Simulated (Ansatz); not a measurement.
`CO[SiH]([SiH3])S` → `[SiH3][SiH2]S` + `C=O` at 298.15 K and 1 bar (β-hydride elimination).

Gas-phase electronic energies from Ansatz, PBE0-D4/def2-TZVP geometries. CCSD(T)/CBS is the MP2 limit (def2-TZVPP, def2-QZVPP) plus CCSD(T) − MP2 in def2-TZVPP, frozen cores. This one scheme is used for every species. One conformer a species, not always the lowest.

```tsv
species	CCSD(T)/CBS energy (Eh)	H − E (kJ/mol)	S (J/(mol·K))
`CO[SiH]([SiH3])S`	-1094.02757	253.9	401.1
`[SiH3][SiH2]S`	-979.55409	154.2	338.3
`C=O`	-114.39408	80.1	218.6
```

H − E and S are ideal-gas, rigid-rotor, harmonic terms from PBE0-D4/def2-TZVP, for one conformer and one mirror image of each species. 1 Eh = 2625.50 kJ/mol, R = 8.31446 J/(mol·K).

**Question.** By hand: ΔE, ΔH, ΔS and ΔG.

**Answer.** ΔE = (-979.55409) + (-114.39408) − (-1094.02757) = 0.07940 Eh = 208.5 kJ/mol. Δ(H − E) = 154.2 + 80.1 − 253.9 = -19.6, so ΔH = 188.9 kJ/mol. ΔS = 338.3 + 218.6 − 401.1 = 155.8 J/(mol·K). ΔG = 188.9 − 298.15 × (155.8)/1000 = 142.4 kJ/mol.

**Question.** By hand: the equilibrium constant, and the temperature at which ΔG would vanish if ΔH and ΔS stayed fixed.

**Answer.** log₁₀ K = −ΔG/(RT ln 10) = -24.9. ΔG = 0 at ΔH/ΔS = 1212 K.

The number of gas molecules changes by +1, which sets the sign of ΔS. A doubt of 5 kJ/mol in ΔE shifts log₁₀ K by 0.9 here. Other conformers and mirror images would add mixing entropy, several J/(mol·K) or more a flexible species. These are equilibria of isolated gas molecules and say nothing of rates. Largest T1 diagnostic: 0.015 (customary marks: 0.02 for closed shells, 0.045 for open ones).
